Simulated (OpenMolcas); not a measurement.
**Tc5+ in a point-charge field**

Tc5+ among 4 point charges of -2 e arranged as a tetrahedron (Td), 2.17 Å from the ion.
```
   1.2529    1.2529    1.2529  -2.00
   1.2529   -1.2529   -1.2529  -2.00
  -1.2529    1.2529   -1.2529  -2.00
  -1.2529   -1.2529    1.2529  -2.00
```

```json
{
  "Program": "OpenMolcas 26.06",
  "Method": "SS-CASPT2, IPEA 0.25 Eh, imaginary shift 0.1 Eh (closed shells correlated: 4s 4p)",
  "Basis": "ANO-RCC-VDZP [6s5p3d1f]",
  "Scalar Hamiltonian": "DKH2, point nucleus",
  "Active space": "2 electrons in 5 orbitals (4d)",
  "State averaging": "2S+1 = 3 even, 10 roots; 2S+1 = 1 even, 15 roots",
  "Spin-orbit coupling": "RASSI with atomic mean-field integrals over the reference wave functions"
}
```

The lowest spin-free states (labels of Td), above the lowest:

```
State  Degeneracy  E (cm-1)  Free-ion L (%)
  3A2           1         0         F (100)
  3T2           3      1820         F (100)
  3T1           3      3290         F (100)
   1E           2     11190          D (93)
  1T2           3     12560          D (98)
  3T1           3     14060         P (100)
  1A1           1     18180          G (99)
  1T1           3     18900         G (100)
   1E           2     19900          G (93)
  1T2           3     20270          G (98)
  1A1           1     43620          S (99)
```

The lowest levels with spin-orbit coupling:

```csv
E (cm-1),Degeneracy,Label,2S+1
0,3,T2,3
1360,2,E,3
2570,1,A2,3
2890,3,T2,3
2940,3,T1,3
4740,3,T2,3
5430,2,E,3
5870,3,T1,3
6220,1,A1,3
12180,2,E,1 (83 %)
13110,3,T2,1 (73 %)
13990,1,A1,3
14810,3,T1,3
16540,2,E,3 (86 %)
16930,3,T2,3 (74 %)
19600,1,A1,1
20310,3,T1,1
21340,2,E,1
21680,3,T2,1
45190,1,A1,1
```

Powder χT (cm3 K/mol): 0.00613 at 2 K, 0.0107 at 10 K, 0.0334 at 50 K, 0.0619 at 100 K, 0.119 at 200 K, 0.175 at 300 K. The effective moment at 300 K is 2.828 √(χT) = 1.18 μB.

The lowest level has 2S+1 = 3, for which the spin-only value is χT = S(S+1) / 2 = 1.000 cm3 K/mol (g = 2). The computed 0.175 at 300 K differs by -0.825, through orbital momentum, spin-orbit coupling and any other state in reach.

Roots that are degenerate in the reference are averaged as groups; the widest CASPT2 spread within a group is 320 cm-1 (the 3-fold group of multiplicity 3 near 1820 cm-1 above the lowest state of its run). Shifts and gaps below about the spread of the groups concerned are not significant. Spin-orbit coupling mixes the spin-free states strongly: the lowest level takes only 62 % from its leading state, 3A2. The ground term spreads over less than 5000 cm-1, several times less than with real ligands, so orbital moments are less quenched and χT lies further from the spin-only value than at real sites. Free-ion shares, where given, are those of the reference states; single-state CASPT2 does not remix them. Point charges carry no covalency, so the field is a model and not that of real ligands. No measured value stands beside these numbers.
